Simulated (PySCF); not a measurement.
Compound: C7H3F2O (charge +1).
Structure used (GFN2-xTB), in Å, numbered top down from 1:
```xyz
13
C7H3F2O angstrom
O      3.504   -0.663    0.155
C      2.405   -0.444    0.106
C      1.069   -0.187    0.047
C      0.592    1.151   -0.018
C     -0.769    1.359   -0.078
F     -1.223    2.594   -0.139
C     -1.684    0.296   -0.076
C     -1.229   -1.010   -0.013
C      0.129   -1.261    0.048
F      0.585   -2.493    0.108
H      1.275    1.987   -0.022
H     -2.741    0.515   -0.124
H     -1.917   -1.844   -0.012
```

The closed-shell SCF was solved with PySCF and density fitting under several settings on one GFN2-xTB geometry (grid level 2 and gas phase unless stated).

```csv
settings,basis functions,SCF cycles,E (Eh),HOMO (eV),LUMO (eV)
PBE0/pcSseg-1,185,16,-542.5017,-12.77,-8.41
PBE0/def2-SVPD,233,15,-542.1843,-12.76,-8.41
wB97X-D/IGLO-II,238,15,-543.1032,-14.41,-6.66
"PBE0/6-31G, IEF-PCM methanol, level shift 0.2 Eh",96,14,-542.4948,-8.45,-3.99
"HCTH407/6-311G**, IEF-PCM water",198,16,-543.2509,-7.39,-4.73
```

Question: Estimate the rows for these settings: (1) PBE/IGLO-II, IEF-PCM chloroform, grid level 3; (2) PBE0/def2-SVPD, grid level 4, damping 0.2 at the start, DIIS from the seventh cycle; (3) HF/cc-pVDZ, level shift 0.2 Eh.

Answer: 
```csv
settings,basis functions,SCF cycles,E (Eh),HOMO (eV),LUMO (eV)
"PBE/IGLO-II, IEF-PCM chloroform, grid level 3",238,16,-542.7763,-8.16,-5.54
"PBE0/def2-SVPD, grid level 4, damping 0.2 at the start, DIIS from the seventh cycle",233,23,-542.1843,-12.76,-8.41
"HF/cc-pVDZ, level shift 0.2 Eh",155,16,-540.3101,-14.81,-4.83
```

Question: Over all rows, what range does the HOMO–LUMO gap span?

Answer: From 2.62 eV (PBE/IGLO-II, IEF-PCM chloroform, grid level 3) to 9.98 eV (HF/cc-pVDZ, level shift 0.2 Eh). The functional of the narrowest has no exact exchange, that of the widest 100 % exact exchange.

Question: Compare two rows with the functional PBE0: PBE0/pcSseg-1 and PBE0/def2-SVPD. Which energy is lower, and by how much?

Answer: PBE0/pcSseg-1 (185 functions) lies 0.3174 Eh or 199 kcal/mol below PBE0/def2-SVPD (233 functions). The smaller set gives the lower energy; the two sets aren't nested, so the variational bound doesn't order them by size.

wB97X-D ran without the empirical dispersion term, which would shift the total energy alone. Cycle counts include a coarse-grid stage where the run had one. All basis functions are spherical, in the Pople sets too. The species at its GFN2-xTB geometry.
